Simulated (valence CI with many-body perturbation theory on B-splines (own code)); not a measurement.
# E1 transitions of Zr+

Level of theory: relativistic CI+MBPT: three valence electrons over a frozen Dirac-Fock core [Kr], a basis of 7 s, 7 p, 8 d, 6 f, 4 g, 1 h functions for each j, with the one-electron correlation potential Σ1, the two-electron term Σ2, the three-electron term Σ3, Breit, model QED; selected CI, second order for the rest, scaled by the run's own slope (own B-spline code, finite nucleus).

Set against measurement, 29 paired levels are off by 246 cm⁻¹ on average, the worst by 602. These come from a selection out of the NIST Handbook of Basic Atomic Spectroscopic Data. Levels without a partner in it may be off by more, other configurations by 1,000 to 4,000 cm⁻¹.

Lines 101 to 150 of 524 in falling wavelength, among levels below 76582 cm⁻¹, chosen from the strongest by gf and those to the six lowest levels. Wavelengths and rates use the calculated energies, so an error of 200 cm⁻¹ moves a line at 418.7 nm by 0.84 % and its rate by three times that or more. Electric multipoles are in the length gauge, E1 and E2 with the static RPA response of the core. Weak lines are less certain than strong ones. Lines between different terms over intervals too small for the method are left out, as are lines whose strength nearly cancels. Where a level lies close to another of its J and parity, the split of strength between their lines is uncertain. The highest levels of a list are the least certain.

Names give the largest LS component (configuration and term), which can be under half, so a name can repeat, a term be missing and a line seem to break the LS rules; names also repeat where a configuration has a term twice. Letters in brackets count levels of one name in rising energy.

```tsv
λ vac (nm)	λ from measured levels	Upper	Lower	A (s⁻¹)	S (a.u.) with core polarisation	S without
806.1		4d²4f ⁴I°_13/2	4d²5d ⁴H_11/2	7.43e+07	2.69e+02	2.72e+02
805.0		4d²4f ⁴I°_9/2	4d²5d ⁴G_7/2	4.54e+07	1.17e+02	1.18e+02
801.5		4d²4f ⁴D°_3/2	4d²5d ⁴D_3/2 [a]	9.23e+06	9.39e+00	9.48e+00
801.5		4d²4f ⁴F°_5/2	4d²5d ⁴D_3/2 [a]	3.53e+07	5.38e+01	5.44e+01
801.2		4d²4f ⁴H°_11/2	4d²5d ⁴G_9/2	5.59e+07	1.70e+02	1.72e+02
800.0		4d²4f ⁴F°_7/2	4d²5d ⁴D_5/2 [a]	3.37e+07	6.81e+01	6.89e+01
799.1		4d²4f ⁴H°_9/2	4d²5d ⁴H_7/2	7.32e+07	1.84e+02	1.87e+02
798.6		4d²4f ⁴F°_5/2	4d²5d ²F_5/2 [a]	7.81e+06	1.18e+01	1.19e+01
792.7		4d²4f ⁴H°_7/2	4d²5d ⁴G_5/2	5.88e+07	1.16e+02	1.17e+02
792.7		4d²4f ⁴G°_5/2	4d²5d ²F_5/2 [a]	9.32e+06	1.38e+01	1.39e+01
791.4		4d²4f ⁴G°_7/2	4d²5d ²F_7/2 [a]	1.93e+07	3.78e+01	3.82e+01
789.3		4d²4f ⁴G°_7/2	4d²5d ⁴D_5/2 [a]	6.89e+06	1.34e+01	1.35e+01
784.7		4d²4f ⁴D°_3/2	4d²5d ⁴D_1/2 [a]	2.59e+07	2.47e+01	2.50e+01
775.8		4d²4f ²G°_9/2	4d²5d ⁴G_7/2	1.33e+07	3.07e+01	3.12e+01
773.2		4d²6p ⁴S°_3/2 [b]	4d²5d ⁴D_3/2 [a]	1.88e+07	1.71e+01	1.73e+01
773.2		4d²6p ⁴S°_3/2 [a]	4d²5d ⁴D_1/2 [a]	1.37e+07	1.25e+01	1.27e+01
771.9		4d²4f ⁴D°_1/2	4d²5d ⁴D_1/2 [a]	2.12e+07	9.61e+00	9.70e+00
768.5		4d²4f ⁴F°_7/2	4d²5d ⁴G_7/2	9.42e+06	1.69e+01	1.71e+01
763.9		4d²4f ⁴F°_5/2	4d²5d ⁴G_5/2	7.12e+06	9.40e+00	9.51e+00
758.5		4d²4f ⁴G°_5/2	4d²5d ⁴G_5/2	2.58e+07	3.34e+01	3.38e+01
758.5		4d²4f ⁴G°_7/2	4d²5d ⁴G_7/2	8.47e+06	1.46e+01	1.48e+01
485.0		4d²6s ²F_7/2	4d²5p ²G°_9/2 [b]	1.38e+07	6.19e+00	6.21e+00
484.8		4d²5d ²D_5/2 [c]	4d²5p ²P°_3/2 [c]	1.63e+07	5.51e+00	5.74e+00
475.5		4d²5p ²D°_5/2 [c]	4d²5s ²P_3/2	2.17e+07	6.90e+00	7.52e+00
458.1		4d²5p ²D°_3/2 [c]	4d³ ²F_5/2	3.27e+07	6.20e+00	6.82e+00
452.1		4d²5p ²D°_5/2 [c]	4d³ ²F_7/2	3.62e+07	9.91e+00	1.09e+01
444.6		4d²5p ²G°_7/2 [a]	4d³ ²H_9/2	2.11e+07	7.33e+00	8.04e+00
438.6		4d²5p ⁴D°_7/2 [a]	4d³ ⁴P_5/2	1.82e+07	6.06e+00	6.73e+00
437.8		4d²5p ²G°_9/2 [a]	4d³ ²H_11/2	2.22e+07	9.18e+00	1.01e+01
435.4		4d²5p ²F°_7/2 [c]	4d³ ²F_7/2	1.85e+07	6.01e+00	6.75e+00
418.7	415.0	4d²5p ²F°_7/2 [a]	4d²5s ²F_7/2	4.94e+07	1.43e+01	1.60e+01
408.4		4d²5p ²D°_5/2 [a]	4d²5s ²F_7/2	2.51e+07	5.07e+00	5.66e+00
406.6		4d²5p ²F°_5/2 [a]	4d²5s ²D_5/2	2.51e+07	5.01e+00	5.64e+00
404.9		4d²5d ²G_7/2 [a]	4d²5p ²G°_7/2 [b]	2.00e+07	5.23e+00	5.42e+00
403.2		4d²5p ²D°_5/2 [a]	4d³ ²P_3/2	3.96e+07	7.69e+00	8.72e+00
402.2		4d²5p ²F°_5/2 [a]	4d²5s ²D_3/2	3.43e+07	6.61e+00	7.53e+00
395.6		4d²5d ²G_9/2 [a]	4d²5p ²G°_9/2 [b]	2.13e+07	6.52e+00	6.75e+00
389.9	383.8	4d²5p ²F°_7/2 [a]	4d²5s ²D_5/2	3.92e+07	9.17e+00	1.05e+01
389.7	393.5	4d²5p ⁴G°_5/2	4d³ ⁴F_3/2	6.46e+06	1.13e+00	1.28e+00
381.1	384.4	4d²5p ⁴G°_7/2	4d³ ⁴F_5/2	7.51e+06	1.64e+00	1.85e+00
380.8		4d²5p ²G°_9/2 [b]	4d²5s ²G_9/2	6.49e+07	1.77e+01	1.99e+01
380.4		4d²6s ²F_5/2	4d²5p ²G°_7/2 [a]	9.10e+07	1.48e+01	1.47e+01
380.0		4d²5p ²G°_7/2 [b]	4d²5s ²G_7/2	6.10e+07	1.32e+01	1.48e+01
377.4		4d²5p ²G°_7/2 [a]	4d³ ²G_7/2	6.26e+07	1.33e+01	1.50e+01
377.2		4d²6s ²F_7/2	4d²5p ²G°_9/2 [a]	8.83e+07	1.87e+01	1.85e+01
376.2		4d²5d ⁴D_7/2	4d5s5p ⁴F°_7/2 [a]	2.04e+07	4.29e+00	4.40e+00
372.0		4d²5p ²G°_9/2 [a]	4d³ ²G_9/2	7.20e+07	1.83e+01	2.06e+01
371.6		4d²5p ²P°_1/2 [c]	4d²5s ²S_1/2	8.37e+07	4.24e+00	4.74e+00
371.4		4d²5d ²P_3/2 [c]	4d²5p ²D°_5/2 [c]	8.24e+07	8.33e+00	8.52e+00
371.2		4d²5p ²D°_5/2 [b]	4d²5s ²F_7/2	4.21e+07	6.37e+00	7.14e+00
```
